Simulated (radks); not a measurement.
Results of a calculation; reference values are marked as such.
Spherical quantum dot in the effective-mass picture: electrons in a parabolic well V = omega^2 r^2 / 2 with omega = 1.2, with a point charge +1 (a donor) at the centre, all in effective atomic units (hartree* = m*/eps^2 hartree, bohr* = eps/m* bohr), one dielectric constant everywhere. Level of theory: non-relativistic Kohn-Sham, PBE, spin-polarised, spherical densities (a radial shooting solver with Libxc functionals). Levels are named by radial order and angular momentum (1s, 1p, 1d, 2s, ...), and open shells are averaged over m.

N = 13, configuration 1s2 1p6 1d(up 3, down 0) 2s2. This is the lowest configuration that the search found. Occupied and some empty levels:

level,occupation,eigenvalue (hartree*),<r> (bohr*)
1s up,1,7.9636,1.204
1s down,1,8.0004,1.179
1p up,3,8.8144,1.691
1p down,3,8.8842,1.679
2s up,1,9.5100,1.675
2s down,1,9.5638,1.692
1d up,3,9.6111,1.962
1d down,0,9.6914,1.960
1f up,0,10.464,2.174
1f down,0,10.545,2.179
2p up,0,10.630,1.954
2p down,0,10.677,1.962
1g up,0,11.369,2.359
1g down,0,11.446,2.368

Energy (hartree*): total 73.8813, kinetic 15.442, external 19.909, Hartree 45.056, exchange-correlation -6.5259.

Electron density:

r (bohr*),n(r) (e/bohr*^3)
0.161,1.361
0.341,0.9424
0.521,0.6619
0.700,0.4839
0.880,0.3796
1.06,0.3233
1.24,0.2929
1.42,0.2699
1.60,0.2426
1.78,0.2067
1.96,0.1634
2.14,0.1185
2.32,0.07857
2.50,0.04725
2.68,0.02586
2.86,0.01297
3.04,0.005927
3.22,0.002468
3.40,0.0009414
3.58,0.0003256
